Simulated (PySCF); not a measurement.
**Simulated absorption spectrum**

Compound: TaSCl3 (singlet state).
Geometry (PBE0-D3(BJ)/def2-SVP, Å), atoms numbered from 1 in this order:
```xyz
5
Cl3STa angstrom
Ta    -0.004    0.005   -0.010
S      0.055   -0.158    2.123
Cl     2.149    0.063   -0.757
Cl    -1.133    1.924   -0.510
Cl    -1.067   -1.834   -0.846
```

Computed with PySCF, TDDFT CAM-B3LYP/def2-SVPD, vertical, gas phase, core orbitals frozen in the response, def2 core potentials past Kr. Spin–orbit coupling is left out.

Computed states:

| state | E (eV) | f |
| --- | --- | --- |
| S1 | 3.74 | 0.0000 |
| S2 | 3.96 | 0.0050 |
| S3 | 3.96 | 0.0053 |
| S4 | 4.22 | 0.016 |
| S5 | 4.74 | 0.0000 |
| S6 | 4.85 | 0.0002 |
| S7 | 4.86 | 0.0006 |
| S8 | 5.00 | 0.0001 |
| S9 | 5.00 | 0.0004 |

Each state is given a Gaussian of 0.5 eV full width at half maximum, with ε(max) = 2.175×10⁸ f / Δν̃ (Δν̃ the width in cm⁻¹). The width is an assumption, not a result. The curve ends short of the highest state used, and states not computed would add to its high-energy end.

Task: Give the broadened spectrum and its maxima.

Result: 
| λ (nm) | ε (L mol⁻¹ cm⁻¹) |
| --- | --- |
| 281.9 | 685 |
| 286.5 | 897 |
| 291.1 | 1071 |
| 295.6 | 1178 |
| 300.2 | 1212 |
| 304.8 | 1174 |
| 309.4 | 1080 |
| 314.0 | 947 |
| 318.5 | 799 |
| 323.1 | 644 |
| 327.7 | 498 |
| 332.3 | 371 |
| 336.8 | 268 |
| 341.4 | 185 |
| 346.0 | 123 |
| 350.6 | 79 |
| 355.1 | 50 |
| 359.7 | 30 |
| 364.3 | 18 |
| 368.9 | 10 |
| 373.5 | 6 |
| 378.0 | 3 |
| 382.6 | 2 |
| 387.2 | 1 |
| 391.8 | 0 |
| 396.3 | 0 |
| 400.9 | 0 |
| 405.5 | 0 |
| 410.1 | 0 |
| 414.6 | 0 |

Maxima: 300 nm (4.13 eV), ε about 1200, made up of S2 (16%), S3 (17%) and S4 (66%) (ε in L mol⁻¹ cm⁻¹; maxima over ε = 5, shares over 10%).

Task: Coming from long wavelengths, where does ε first pass 100 L mol⁻¹ cm⁻¹?

Result: At about 348 nm (3.56 eV), 0.18 eV below S1.

Task: What would ε be at 4.13 eV, the highest of these maxima, with half the width (0.25 eV)?

Result: About 1560 L mol⁻¹ cm⁻¹ against 1210, a factor of about 1.3; a lone state at its own centre would give exactly 2.

Task: On this curve, what absorbance would a 10⁻⁵ mol/L sample give at 308 nm over a 1 cm path?

Result: 308 nm is 4.025 eV, where ε is about 1100 L mol⁻¹ cm⁻¹, so A = ε c l ≈ 0.011 (Beer–Lambert, with the gas-phase spectrum and the assumed width).
